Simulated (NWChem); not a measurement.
Molecule: C$_{3}$H$_{6}$ClF; SMILES F[C@@H](C)CCl

```xyz
11

C      0.7355     2.1219    -0.0759
C     -0.0103     0.8291    -0.3254
F     -1.3138     0.9790     0.0905
C      0.6077    -0.3373     0.4136
Cl    -0.1869    -1.8815     0.0166
H      0.7775     2.3456     1.0010
H      1.7624     2.0704    -0.4662
H      0.2155     2.9501    -0.5775
H     -0.0321     0.5974    -1.4053
H      0.5158    -0.1850     1.4986
H      1.6714    -0.4331     0.1553
```
Atoms are numbered in this order, from 1.

All runs: NWChem. Geometry: optimised at PBE0/def2-SVP. GIAO values for the isolated, static molecule; σ is the absolute isotropic shielding, δ = σ(reference) − σ with the isolated reference molecule computed at the same levels (13C: tetramethylsilane, 19F: trichlorofluoromethane, 1H: tetramethylsilane).

Problem. Predict the results for KT2/pcSseg-1. Quantities: δ C1 (ppm); δ C2 (ppm); δ F3 (ppm); δ C4 (ppm); σ Cl5 (ppm); δ H9 (ppm); δ H10 (ppm).

Solution. The δ C1 (ppm) comes out as 20.2. The δ C2 (ppm) is 91.4, the δ F3 (ppm) comes out as -218.1 and the δ C4 (ppm) is 54.0. The σ Cl5 (ppm) is 850.7, the δ H9 (ppm) comes out as 4.49 and the δ H10 (ppm) is 3.37.
